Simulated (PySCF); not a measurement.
2H-1,3-oxazine (C₄H₅NO), SMILES C1OC=CC=N1. Atoms are numbered in the order given.

```xyz
11

C     -0.1461    -1.4147     0.0000
C      1.0741    -0.8353     0.0000
O      1.2684     0.4837     0.0000
C      0.0956     1.3671     0.0000
N     -1.1985     0.7614     0.0000
C     -1.2929    -0.5148     0.0000
H     -0.2610    -2.4974     0.0000
H      2.0177    -1.3900     0.0000
H      0.2031     2.0101    -0.8920
H      0.2031     2.0101     0.8920
H     -2.3049    -0.9461     0.0000
```

Coordinates come from a B3LYP-D3(BJ)/def2-SVP optimisation. A frequency run showed that this geometry is not a minimum. The values are those of a single conformer.

Two levels are set side by side: PBE/pcSseg-1 (PySCF) and PBE0/pcSseg-1 (PySCF). GIAO shifts against H2O (¹⁷O), NH3 (¹⁵N), TMS (¹H), TMS (¹³C) at the same level; non-relativistic, no solvent, atoms listed together averaged. Differences are taken from unrounded values.

```csv
quantity,PBE0,PBE,PBE minus PBE0
δ(¹³C) of C1 (ppm),99.1,98.5,-0.6
δ(¹³C) of C2 (ppm),163.7,160.6,-3.1
δ(¹⁷O) of O3 (ppm),122.0,140.3,18.3
δ(¹³C) of C4 (ppm),90.1,93.2,3.1
δ(¹⁵N) of N5 (ppm),320.9,317.7,-3.2
δ(¹³C) of C6 (ppm),160.4,156.6,-3.8
δ(¹H) of H7 (ppm),4.62,4.44,-0.18
δ(¹H) of H8 (ppm),6.75,6.62,-0.13
"δ(¹H) of H9, H10 (ppm)",6.55,6.78,0.23
δ(¹H) of H11 (ppm),7.44,7.31,-0.12
```

Rough cost on one machine, each run with all the roots and properties that it gave: PBE0 against PBE within a factor of 2.
